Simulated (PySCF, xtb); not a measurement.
Se(iPr)(OH) (C3H8OSe), SMILES CC(C)[Se]O. Other conformers were not sampled.

Harmonic wavenumbers (cm⁻¹) from GFN2-xTB (xtb) at its own minimum, in rising order: 65, 160, 206, 232, 252, 268, 293, 420, 513, 574, 922, 941, 974, 986, 1025, 1140, 1160, 1211, 1291, 1404, 1415, 1481, 1486, 1493, 1498, 2930, 3010, 3014, 3021, 3025, 3031, 3035, 3557.

Q: What does PBE0-D3(BJ)/def2-SVP in PySCF give at its own minimum? (An estimate is asked for; the answer gives what the named calculation found.)

A: 71, 178, 240, 274, 290, 318, 386, 441, 552, 658, 911, 921, 961, 1029, 1098, 1148, 1182, 1244, 1312, 1381, 1393, 1448, 1463, 1467, 1481, 3047, 3051, 3061, 3136, 3144, 3162, 3168, 3861. Paired by order, the mean absolute difference is 55 cm⁻¹ and the zero-point energies are 65.8 and 67.9 kcal/mol.
